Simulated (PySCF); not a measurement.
Ba(F)2 cation (BaF2), SMILES [F][Ba][F] (connectivity only; charge and spin as stated), charge +1, multiplicity 2.

Geometry optimised at B3LYP-D3(BJ)/def2-TZVP. The multiplicity is an assumed one; other spin states were not compared. The isomer is the one that the SMILES or the coordinates give; other isomers of the formula were not compared. The def2 effective core potentials stand for the cores of Ba; spin–orbit coupling is left out.

Calculation: TDA-PBE/def2-TZVPD (PySCF 2.14.0).

Vertical excitations. Gas-phase values at a fixed geometry.

| state | energy (eV) | λ (nm) | f | main pairs |
|---|---|---|---|---|
| root 1 | 1.66 | 749 | 0.000 | β HOMO→LUMO 100 % |
| root 2 | 2.19 | 565 | 0.000 | β HOMO−1→LUMO 100 % |
| root 3 | 2.40 | 516 | 0.000 | β HOMO−2→LUMO 99 % |
| root 4 | 2.59 | 479 | 0.000 | β HOMO−3→LUMO 100 % |
| root 5 | 5.43 | 229 | 0.160 | β HOMO−4→LUMO 71 % |
| root 6 | 6.21 | 200 | 0.000 | β HOMO→LUMO+1 100 % |
| root 7 | 6.51 | 191 | 0.000 | α HOMO→LUMO 99 % |
| root 8 | 6.61 | 188 | 0.000 | α HOMO−1→LUMO 100 % |
| root 9 | 6.74 | 184 | 0.001 | β HOMO−1→LUMO+1 100 % |
| root 10 | 6.82 | 182 | 0.002 | β HOMO→LUMO+2 95 % |
Unrestricted roots are not spin-pure.
